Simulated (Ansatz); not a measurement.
C$_{3}$H$_{10}$SeSi, SMILES `CC[Se][SiH2]C`, relaxed with RKS PBE0-D4/def2-TZVP in Ansatz from a GFN2-xTB geometry. The force threshold is 0.005 eV/Å; the program also tests the step.

Total charge 0; spin multiplicity 1.

Start:

```xyz
15

C    -0.008   -0.475   -2.442
C    -0.847   -1.158   -1.383
Se   -1.433    0.085    0.040
Si    0.478    0.090    1.294
C     0.290    1.490    2.552
H    -0.566    0.337   -2.902
H     0.265   -1.191   -3.216
H     0.904   -0.066   -2.013
H    -1.767   -1.559   -1.810
H    -0.302   -1.965   -0.891
H     1.630    0.305    0.413
H     0.607   -1.224    1.932
H     0.238    2.454    2.055
H     1.130    1.507    3.237
H    -0.620    1.369    3.133
```

**Question.** How much energy does the relaxation release, and in how many steps? (An estimate is asked.)

**Answer.** Computed: 3.72 kJ/mol, in 17 steps, 2 of them rejected.

**Question.** Which bonds change most? (An estimate is asked.)

**Answer.** Computed: Si4–C5 from 1.891 to 1.866 Å; Si4–H12 from 1.466 to 1.491 Å; Si4–H11 from 1.466 to 1.490 Å; Se3–Si4 from 2.285 to 2.273 Å.

**Question.** Give the relaxed structure. (An estimate is asked.)

**Answer.** Ansatz gave: 
```xyz
15

C     0.053   -0.653   -2.405
C    -0.941   -1.085   -1.351
Se   -1.418    0.337   -0.075
Si    0.511    0.329    1.129
C     0.251    1.398    2.637
H    -0.320    0.203   -2.970
H     0.241   -1.472   -3.107
H     1.009   -0.367   -1.961
H    -1.896   -1.370   -1.795
H    -0.580   -1.935   -0.771
H     1.656    0.841    0.326
H     0.827   -1.079    1.499
H     0.004    2.421    2.348
H     1.162    1.425    3.241
H    -0.560    1.008    3.254
```
